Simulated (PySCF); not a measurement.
Species: [PdCl6]2- (charge -2 and singlet state).
Bonds: Pd1–Cl2, Pd1–Cl3, Pd1–Cl4, Pd1–Cl5, Pd1–Cl6, Pd1–Cl7.

Method: PBE0-D3(BJ)/def2-SVP geometry optimisation, gas phase, def2 core potentials past Kr (PySCF).

(1) How far are the bound atoms from Pd1?

(2) List the angles at Pd1.

(3) What is the shape at Pd1?

(4) What are the rotational constants (commonest isotopes, rigid rotor)?

## Answers

(1) 6 atoms: Cl3 2.349 Å, Cl5 2.349 Å, Cl4 2.349 Å, Cl6 2.349 Å, Cl2 2.350 Å, Cl7 2.350 Å.

(2) 
| angle | degrees | distance of the outer atoms (Å) |
| --- | --- | --- |
| Cl2–Pd1–Cl3 | 179.9 | 4.70 |
| Cl4–Pd1–Cl5 | 179.9 | 4.70 |
| Cl6–Pd1–Cl7 | 179.9 | 4.70 |
| Cl2–Pd1–Cl4 | 90.1 | 3.33 |
| Cl3–Pd1–Cl6 | 90.1 | 3.32 |
| Cl3–Pd1–Cl7 | 90.0 | 3.32 |
| Cl5–Pd1–Cl7 | 90.0 | 3.32 |
| Cl5–Pd1–Cl6 | 90.0 | 3.32 |
| Cl2–Pd1–Cl5 | 90.0 | 3.32 |
| Cl3–Pd1–Cl4 | 90.0 | 3.32 |
| Cl2–Pd1–Cl7 | 90.0 | 3.32 |
| Cl4–Pd1–Cl7 | 90.0 | 3.32 |
| Cl4–Pd1–Cl6 | 89.9 | 3.32 |
| Cl2–Pd1–Cl6 | 89.9 | 3.32 |
| Cl3–Pd1–Cl5 | 89.9 | 3.32 |

(3) Octahedral: the three widest angles are 179.9°, 179.9° and 179.9°, the others run from 89.9° to 90.1°.

(4) A = 654.7, B = 654.5, C = 654.4 MHz: a spherical top.

Point group: Oh (every atom within 0.08 Å of its image). Charge -2, singlet. Whether so highly charged an anion holds all its electrons in the gas phase wasn't checked; a finite basis holds them in any case. No counter-ion or solvent screens the charge of this multiply charged ion. Stationary, but not proved a minimum.
